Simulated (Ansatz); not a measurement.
Consider the ligand exchange at the Si–C bond: `B[SiH2]C[SiH3]` + `O[SiH2]F` → `B[SiH2]O[SiH2]F` + `C[SiH3]`.

Isolated molecules relaxed with PBE0-D4/def2-TZVP in Ansatz; ΔE leaves out vibrations. CCSD(T)/CBS is the MP2 limit (def2-TZVPP, def2-QZVPP) plus CCSD(T) − MP2 in def2-TZVPP, frozen cores. This one scheme is used for every species. Functionals use def2-TZVPP. B3LYP here is the variant with VWN-RPA as its local correlation; programs differ in this. Each species was taken in one conformer, which may not be the lowest.

```
          level  ΔE (kcal/mol)  difference from CCSD(T)/CBS
         PBE-D4          -21.1                          2.9
        PBE0-D4          -22.2                          1.8
        ωB97X-V          -24.3                         -0.3
        ωB97M-V          -23.9                          0.1
         B2PLYP          -25.4                         -1.4
            PBE          -21.3                          2.7
          B3LYP          -25.8                         -1.8
CCSD/def2-TZVPP          -24.7                         -0.7
  HF/def2-QZVPP          -30.3                         -6.3
  MP2/CBS(def2)          -23.9                          0.1
    CCSD(T)/CBS          -24.0                            0
```

Largest T1 diagnostic among the species: 0.012.

In def2-TZVPP, CCSD(T) changes the Hartree–Fock value by +5.9 kcal/mol (the triples alone add +0.9 kcal/mol) and MP2 by +6.0 kcal/mol. From PBE to PBE0 (25 % exact exchange), in def2-TZVPP and without D4, ΔE moves by −1.0 kcal/mol.
